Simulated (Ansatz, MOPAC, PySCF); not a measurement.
System: 1,1-difluoroethane, C$_{2}$H$_{4}$F$_{2}$, charge 0, multiplicity 1. SMILES: CC(F)F
Structure (B3LYP-D3(BJ)/def2-TZVP (Ansatz, a program for electronic structure) minimum search):
```
C
F 1 1.3715
F 1 1.3715 2 106.89
H 1 1.0926 2 107.35 3 114.92
C 1 1.5017 4 114.35 3 122.69
H 5 1.0898 1 109.82 4 -59.97
H 5 1.0898 6 109.06 1 -120.39
H 5 1.0899 6 109.32 7 -119.48
```

Unscaled harmonic wavenumbers (cm⁻¹) in rising order, each level at the stationary point that it reaches from this structure (no distance between atoms moves by over 0.3 Å); the order of modes can differ between levels, and a negative number is imaginary. B3LYP-D3(BJ)/def2-TZVP (PySCF, at the structure above): 233, 383, 464, 566, 871, 940, 1134, 1137, 1159, 1383, 1392, 1432, 1485, 1485, 3054, 3067, 3129, 3133.

AM1 (MOPAC): 117, 414, 465, 574, 1008, 1021, 1155, 1271, 1282, 1377, 1385, 1413, 1467, 1493, 2988, 3080, 3085, 3168. Zero-point energy 38.3 against 37.8 kcal/mol; where all levels lie over 400 cm⁻¹, the wavenumbers are on average 1.028 times those of B3LYP-D3(BJ)/def2-TZVP.

PM3 (MOPAC): 161, 410, 491, 582, 959, 986, 1039, 1095, 1117, 1380, 1392, 1399, 1476, 1535, 2854, 3101, 3105, 3191. Zero-point energy 37.6 against 37.8 kcal/mol; where all levels lie over 400 cm⁻¹, the wavenumbers are on average 1.002 times those of B3LYP-D3(BJ)/def2-TZVP.

HF/3-21G (Ansatz): 257, 385, 475, 583, 936, 1091, 1226, 1276, 1317, 1562, 1565, 1596, 1652, 1662, 3235, 3300, 3309, 3335. Zero-point energy 41.1 against 37.8 kcal/mol; where all levels lie over 400 cm⁻¹, the wavenumbers are on average 1.093 times those of B3LYP-D3(BJ)/def2-TZVP.

HF/6-31G* (Ansatz): 258, 408, 503, 614, 948, 1072, 1253, 1283, 1297, 1540, 1558, 1603, 1630, 1633, 3229, 3301, 3305, 3324. Zero-point energy 41.1 against 37.8 kcal/mol; where all levels lie over 400 cm⁻¹, the wavenumbers are on average 1.097 times those of B3LYP-D3(BJ)/def2-TZVP.
